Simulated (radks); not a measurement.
Charge is removed step by step from the 3p level of Tc, starting from [Kr] 4d5 5s2. Calculated with a radial shooting solver on a logarithmic mesh with Libxc functionals: scalar-relativistic Kohn-Sham, r2SCAN, spin-unpolarised, spherical densities, finite nucleus; meta-GGA in the generalised Kohn-Sham scheme; Fermi nuclear charge, rms radius 4.4112 fm.

removed (e),E - E(0) (eV),eigenvalue (eV),E minus straight line (eV)
0,0.000,-422.51,0.000
0.125,53.015,-426.25,-1.691
0.25,106.50,-430.04,-2.911
0.375,160.46,-433.88,-3.654
0.5,214.91,-437.78,-3.913
0.625,269.84,-441.72,-3.683
0.75,325.27,-445.70,-2.958
0.875,381.20,-449.73,-1.732
1,437.64,-453.80,0.000

Removing the whole electron costs 437.64 eV by Delta-SCF, against 422.51 eV from minus the eigenvalue at the starting occupation. Slater's transition state (half an electron removed) gives 437.78 eV. Integrating minus the eigenvalue over the occupation (Janak's theorem) gives 437.90 eV. In this scalar-relativistic scheme the density is built from large components alone, so the theorem holds only approximately. The mean slope of the eigenvalue, de/dn, is 31.3 eV per electron.
